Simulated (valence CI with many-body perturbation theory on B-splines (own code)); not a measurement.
Pd XXXI: E2, M1, M2 decay

Level of theory: valence CI with perturbative core correlation (CI+MBPT): six valence electrons over a frozen Dirac-Fock core [Ne], a basis of 9 s, 9 p, 8 d, 6 f, 3 g, 1 h functions for each j, with the one-electron correlation potential Σ1, the two-electron term Σ2, the three-electron term Σ3, Breit, model QED; selected CI, second order for the rest, scaled by the run's own slope (own B-spline code, finite nucleus).

No measured spectrum was set against this ion. As an estimate, large intervals hold to a few tenths of a per cent, small ones and those within an open d or f shell to about a per cent. Among the levels kept, up to 1500 cm⁻¹ of a level comes from second order outside the variational space, and about a tenth of that is noise between levels of different J, which matters for small intervals.

Lines 1 to 20 of 20 in falling wavelength, among levels below 1602000 cm⁻¹, chosen from the decays that carry over 1 % of a level's rate. Wavelengths and rates use the calculated energies. Electric multipoles are in the length gauge, E1 and E2 with the static RPA response of the core. S is in atomic units (e²a₀⁴ for E2 and M2, e²a₀⁶ for E3), for M1 in squared Bohr magnetons. Weak lines are less certain than strong ones. Lines between different terms over intervals too small for the method are left out, as are lines whose strength nearly cancels.

Levels are named by their leading jj configuration (3d3/2^4 stands for four electrons in 3d with j = 3/2), which in mixed levels can hold well under half, so a name can repeat and another be missing. Letters in brackets count levels of one name in rising energy.

| λ vac (nm) | Upper | Lower | Type | A (s⁻¹) | S (a.u.) |
| --- | --- | --- | --- | --- | --- |
| 181.6 | (3s^2 3p1/2^2 3p3/2 3d5/2) J=4 | (3s^2 3p1/2^2 3p3/2 3d3/2) J=3 | M1 | 2.49e+03 | 4.98e+00 |
| 161.0 | (3s^2 3p1/2 3p3/2^2 3d5/2) J=4 [b] | (3s^2 3p1/2 3p3/2^2 3d5/2) J=3 [a] | M1 | 6.19e+02 | 8.62e-01 |
| 140.6 | (3s^2 3p1/2 3p3/2^2 3d5/2) J=5 | (3s^2 3p1/2 3p3/2^2 3d3/2) J=4 | M1 | 5.21e+03 | 5.91e+00 |
| 126.5 | (3s^2 3p1/2^2 3p3/2^2) J=0 | (3s^2 3p1/2^2 3p3/2^2) J=2 | E2 | 3.63e+00 | 1.05e-02 |
| 104.7 | (3s^2 3p1/2 3p3/2^2 3d5/2) J=4 [b] | (3s^2 3p1/2 3p3/2^2 3d3/2) J=3 [a] | M1 | 4.33e+03 | 1.66e+00 |
| 70.72 | (3s^2 3p1/2 3p3/2^2 3d3/2) J=4 | (3s^2 3p1/2^2 3p3/2 3d5/2) J=3 | M1 | 2.53e+04 | 2.98e+00 |
| 63.13 | (3s^2 3p1/2 3p3/2^2 3d5/2) J=4 [a] | (3s^2 3p1/2^2 3p3/2 3d5/2) J=3 | M1 | 1.80e+04 | 1.51e+00 |
| 51.20 | (3s^2 3p1/2 3p3/2^2 3d5/2) J=4 [b] | (3s^2 3p1/2^2 3p3/2 3d5/2) J=3 | M1 | 2.16e+04 | 9.69e-01 |
| 50.39 | (3s^2 3p1/2 3p3/2^3) J=1 | (3s^2 3p1/2^2 3p3/2^2) J=0 | M1 | 6.58e+04 | 9.36e-01 |
| 41.52 | (3s^2 3p1/2 3p3/2^2 3d3/2) J=4 | (3s^2 3p1/2^2 3p3/2 3d5/2) J=4 | M1 | 1.17e+05 | 2.78e+00 |
| 38.78 | (3s^2 3p1/2 3p3/2^2 3d5/2) J=4 [a] | (3s^2 3p1/2^2 3p3/2 3d5/2) J=4 | M1 | 1.21e+05 | 2.35e+00 |
| 36.04 | (3s^2 3p1/2 3p3/2^3) J=1 | (3s^2 3p1/2^2 3p3/2^2) J=2 | M1 | 3.62e+05 | 1.89e+00 |
| 33.92 | (3s^2 3p1/2 3p3/2^2 3d5/2) J=4 [b] | (3s^2 3p1/2^2 3p3/2 3d5/2) J=4 | M1 | 2.05e+04 | 2.67e-01 |
| 33.79 | (3s^2 3p1/2 3p3/2^2 3d3/2) J=4 | (3s^2 3p1/2^2 3p3/2 3d3/2) J=3 | M1 | 8.27e+03 | 1.06e-01 |
| 32.05 | (3s^2 3p1/2 3p3/2^2 3d5/2) J=5 | (3s^2 3p1/2^2 3p3/2 3d5/2) J=4 | M1 | 6.18e+04 | 8.30e-01 |
| 31.95 | (3s^2 3p1/2 3p3/2^2 3d5/2) J=4 [a] | (3s^2 3p1/2^2 3p3/2 3d3/2) J=3 | M1 | 6.14e+04 | 6.68e-01 |
| 30.82 | (3s^2 3p1/2 3p3/2^3) J=2 | (3s^2 3p1/2^2 3p3/2^2) J=2 | M1 | 2.55e+05 | 1.38e+00 |
| 27.77 | (3s^2 3p3/2^4) J=0 | (3s^2 3p1/2 3p3/2^3) J=1 | M1 | 1.33e+06 | 1.06e+00 |
| 9.499 | (3s^2 3p1/2 3p3/2^2 3d5/2) J=4 [b] | (3s^2 3p1/2 3p3/2^3) J=2 | M2 | 1.29e+03 | 8.04e-05 |
| 9.238 | (3s^2 3p1/2^2 3p3/2 3d5/2) J=4 | (3s^2 3p1/2^2 3p3/2^2) J=2 | M2 | 1.09e+03 | 5.87e-05 |
